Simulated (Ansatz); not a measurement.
One change: `CB[SiH](O)S` becomes `CB[SiH](O)Cl`.

Ansatz, PBE0-D4/def2-TZVP geometries, multiplicity 1. Each molecule was computed in one conformer, which needn't be the lowest.

```
                                          property  `CB[SiH](O)S`
             LUMO energy (ωB97M-V/def2-TZVPP) / eV           1.24
                HOMO energy (PBE0/def2-TZVPP) / eV          -6.94
                LUMO energy (PBE0/def2-TZVPP) / eV          -0.40
              HOMO–LUMO gap (PBE0/def2-TZVPP) / eV           6.55
                 HOMO energy (PBE/def2-TZVPP) / eV          -5.83
size of the dipole moment (ωB97M-V/def2-TZVPP) / D           0.51
```

Q: Give the same properties after the change, and the shifts. (Estimate.)

A: Ansatz gave: 
```json
{"property": "LUMO energy (ωB97M-V/def2-TZVPP) / eV", "`CB[SiH](O)Cl`": "-0.05", "shift": "-1.29"}
{"property": "HOMO energy (PBE0/def2-TZVPP) / eV", "`CB[SiH](O)Cl`": "-7.73", "shift": "-0.79"}
{"property": "LUMO energy (PBE0/def2-TZVPP) / eV", "`CB[SiH](O)Cl`": "-2.03", "shift": "-1.63"}
{"property": "HOMO–LUMO gap (PBE0/def2-TZVPP) / eV", "`CB[SiH](O)Cl`": "5.70", "shift": "-0.85"}
{"property": "HOMO energy (PBE/def2-TZVPP) / eV", "`CB[SiH](O)Cl`": "-6.45", "shift": "-0.62"}
{"property": "size of the dipole moment (ωB97M-V/def2-TZVPP) / D", "`CB[SiH](O)Cl`": "2.63", "shift": "2.12"}
```

With PBE0 the HOMO falls by 0.79 eV and the LUMO falls by 1.63 eV, so the gap narrows by about 0.84 eV. PBE moves the HOMO by -0.62 eV and ωB97M-V by -0.87 eV. Dipoles are sizes alone; their direction can turn.
